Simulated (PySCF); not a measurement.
PySCF input (BP86/6-31G* (5d)):

```python
from pyscf import gto, dft

mol = gto.M(
    atom='''
    O     0.00000000    0.00000000    0.00000000
    B    -1.16475700   -0.65077100    0.00373200
    H    -1.67657700   -0.90969200   -1.04264600
    H    -1.64842900   -0.94805100    1.05330000
    B     1.16475700    0.65077100   -0.00373200
    H     1.15140700    1.84376900    0.01828100
    H     2.17359800    0.01397300   -0.02893500
    ''',
    basis='6-31g*',
    charge=0,
    spin=0,
    verbose=4,
)

mf = dft.RKS(mol, xc='bp86')
mf.grids.level = 3
mf.conv_tol = 1e-9
mf.max_cycle = 100
mf.max_memory = 1500
mf.kernel()
if not mf.converged:
    mf = mf.newton()
    mf.kernel(mf.make_rdm1())
mf.dip_moment()
```

From the output:

```
[INPUT] Mole.unit = angstrom
[INPUT] Symbol           X                Y                Z      unit          X                Y                Z       unit  Magmom
[INPUT]  1 O      0.000000000000   0.000000000000   0.000000000000 AA    0.000000000000   0.000000000000   0.000000000000 Bohr   0.0
[INPUT]  2 B     -1.164757000000  -0.650771000000   0.003732000000 AA   -2.201071731670  -1.229778959809   0.007052457897 Bohr   0.0
[INPUT]  3 H     -1.676577000000  -0.909692000000  -1.042646000000 AA   -3.168271356745  -1.719068737708  -1.970315384873 Bohr   0.0
[INPUT]  4 H     -1.648429000000  -0.948051000000   1.053300000000 AA   -3.115079345791  -1.791556742120   1.990448527004 Bohr   0.0
[INPUT]  5 B      1.164757000000   0.650771000000  -0.003732000000 AA    2.201071731670   1.229778959809  -0.007052457897 Bohr   0.0
[INPUT]  6 H      1.151407000000   1.843769000000   0.018281000000 AA    2.175843887907   3.484218446963   0.034546083283 Bohr   0.0
[INPUT]  7 H      2.173598000000   0.013973000000  -0.028935000000 AA    4.107504924902   0.026405143139  -0.054679225414 Bohr   0.0

nuclear repulsion = 57.4778448821261
number of shells = 26
number of NR pGTOs = 97
number of NR cGTOs = 50
basis = 6-31g*
ecp = {}

******** <class 'pyscf.dft.rks.RKS'> ********
method = RKS
initial guess = minao
damping factor = 0
level_shift factor = 0
DIIS = <class 'pyscf.scf.diis.CDIIS'>
diis_start_cycle = 1
diis_space = 8
diis_damp = 0
SCF conv_tol = 1e-09
SCF conv_tol_grad = None
SCF max_cycles = 100
direct_scf = True
direct_scf_tol = 1e-13
XC library pyscf.dft.libxc version 7.1.2
    S. Lehtola, C. Steigemann, M. J. T. Oliveira, and M. A. L. Marques,  SoftwareX 7, 1–5 (2018)
XC functionals = bp86
    A. D. Becke,  Phys. Rev. A 38, 3098 (1988)
    J. P. Perdew,  Phys. Rev. B 33, 8822 (1986)
    J. P. Perdew,  Phys. Rev. B 34, 7406–7406 (1986)
radial grids:
    Treutler-Ahlrichs [JCP 102, 346 (1995); DOI:10.1063/1.469408] (M4) radial grids

becke partition: Becke, JCP 88, 2547 (1988); DOI:10.1063/1.454033
pruning grids: <function nwchem_prune>
grids dens level: 3
symmetrized grids: False
atomic radii adjust function: <function treutler_atomic_radii_adjust>
small_rho_cutoff = 0
Set gradient conv threshold to 3.16228e-05
Initial guess from minao.
tot grids = 81408
init E= -127.397289964257
  HOMO = -0.355698550338765  LUMO = -0.114302169861821  gap/eV = 6.56873
cycle= 1 E= -127.288209894956  delta_E= 0.109  |g|= 0.616  |ddm|=  2.3
  HOMO = -0.183772583706313  LUMO = 0.00929413596702863  gap/eV = 5.25361
cycle= 2 E= -126.819957598344  delta_E= 0.468  |g|= 1.62  |ddm|= 1.37
  HOMO = -0.265569716898687  LUMO = -0.0459821284954396  gap/eV = 5.97528
cycle= 3 E= -127.361057620999  delta_E= -0.541  |g|= 0.0946  |ddm|= 1.06
  HOMO = -0.27813100179125  LUMO = -0.0579468188178355  gap/eV = 5.99152
cycle= 4 E= -127.363466414217  delta_E= -0.00241  |g|= 0.02  |ddm|= 0.112
  HOMO = -0.274663215904637  LUMO = -0.0537899928700761  gap/eV = 6.01027
cycle= 5 E= -127.363593794593  delta_E= -0.000127  |g|= 0.00557  |ddm|= 0.0319
  HOMO = -0.275020452410576  LUMO = -0.0545149179606005  gap/eV = 6.00026
cycle= 6 E= -127.363604519335  delta_E= -1.07e-05  |g|= 0.000577  |ddm|= 0.00843
  HOMO = -0.275043478392412  LUMO = -0.0545354400988703  gap/eV = 6.00033
cycle= 7 E= -127.363604583088  delta_E= -6.38e-08  |g|= 5.04e-05  |ddm|= 0.000338
  HOMO = -0.27505142612079  LUMO = -0.0545408455212352  gap/eV = 6.00040
cycle= 8 E= -127.363604583696  delta_E= -6.08e-10  |g|= 1.34e-06  |ddm|= 5.05e-05
  HOMO = -0.27505111447558  LUMO = -0.0545407740656077  gap/eV = 6.00039
Extra cycle  E= -127.363604583695  delta_E= 7.11e-13  |g|= 2.18e-06  |ddm|= 2.12e-06
converged SCF energy = -127.363604583695
Dipole moment(X, Y, Z, Debye):  0.00000,  0.00000, -0.00000
```

The geometry given is a B3LYP-D3(BJ)/def2-TZVP minimum.
